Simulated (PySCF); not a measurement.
## Vertical excitation energies

Ta(NMe)(NH2)3, CH₉N₄Ta (singlet state).
SMILES: `C[N]=[Ta]([NH2])([NH2])[NH2]`

Method used: PySCF 2.14.0, density-fitted response routines, TDDFT B3LYP/def2-SVPD, vertical, gas phase, core orbitals frozen in the response, def2 core potentials past Kr. Geometry: PBE0-D3(BJ)/def2-SVP; no solvent, vibrations or thermal averaging. Spin–orbit coupling is left out.

| state | E (eV) | E (hartree) | f | \|μ\| (D) | main configurations (H = HOMO, L = LUMO) |
| --- | --- | --- | --- | --- | --- |
| S1 | 5.13 | 0.1886 | 0.0012 | 0.25 | H-1/H→L+2 (≥51%), H-1/H→L+3 (≥32%) |
| S2 | 5.28 | 0.1942 | 0.0004 | 0.15 | H-1/H→L+3 (≥35%), H-1/H→L+2 (≥32%), H-1/H→L+1 (≥19%) |
| S3 | 5.30 | 0.1947 | 0.0006 | 0.17 | H-1/H→L+3 (≥46%), H-1/H→L+2 (≥43%) |
| S4 | 5.36 | 0.1969 | 0.0061 | 0.55 | H-1/H→L (≥81%), H-1/H→L+1 (≥14%) |
| S5 | 5.38 | 0.1976 | 0.0074 | 0.60 | H-1/H→L (≥76%), H-1/H→L+3 (≥11%) |
| S6 | 5.42 | 0.1993 | 0.013 | 0.80 | H-2→L (90%) |
| S7 | 5.46 | 0.2008 | 0.0007 | 0.19 | H-1/H→L+1 (≥71%), H-1/H→L (≥14%) |
| S8 | 5.48 | 0.2014 | 0.0004 | 0.14 | H-1/H→L+1 (≥63%), H-1/H→L (≥12%), H-1/H→L+3 (≥10%) |
| S9 | 5.65 | 0.2076 | 0.0013 | 0.24 | H-2→L+1 (84%) |
| S10 | 5.73 | 0.2104 | 0.049 | 1.50 | H-2→L+2 (79%) |

Triplets, Tamm–Dancoff:

```
state  E (eV)  λ (nm)  main configurations (H = HOMO, L = LUMO)
   T1    4.58   270.5        H-1/H→L+2 (≥40%), H-1/H→L+3 (≥31%)
   T2    4.82   257.4        H-1/H→L+2 (≥46%), H-1/H→L+3 (≥30%)
   T3    4.82   257.2        H-1/H→L+3 (≥44%), H-1/H→L+2 (≥36%)
```

The lowest singlet lies at 5.13 eV (242 nm, ultraviolet) and is very weak; its leading configuration is HOMO-1/HOMO→LUMO+2 (≥51%). The strongest level in the table is S10 at 5.73 eV (217 nm, f = 0.049). It is the last of those listed, so stronger ones may follow. For S1 the Löwdin share of tantalum is 18% in HOMO and 55% in LUMO+2; for S10 the Löwdin share of tantalum is 5% in HOMO-2 and 55% in LUMO+2 (ligand-to-metal charge transfer by this measure). The listed states span 0.59 eV, and the widest gap between neighbours is 0.17 eV (S8 to S9). Of the 10 states listed, 2 reach f = 0.01 and 2 stay under 0.0005. Weighted by f, the mean energy of these states is 5.60 eV. No computed singlet lies in the visible range (380 to 750 nm); the lowest, at 242 nm, stands 1.87 eV above its violet end (3.26 eV). The vertical ionisation energy (ΔSCF) is 8.31 eV, 2.58 eV above S10. Orbitals of the list HOMO-3 to LUMO+2 that lie within 0.01 eV of each other are written together with a slash and their weights summed (≥ marks a lower bound); for degenerate orbitals outside that list single weights are arbitrary. The window holds the lowest 10 singlets.
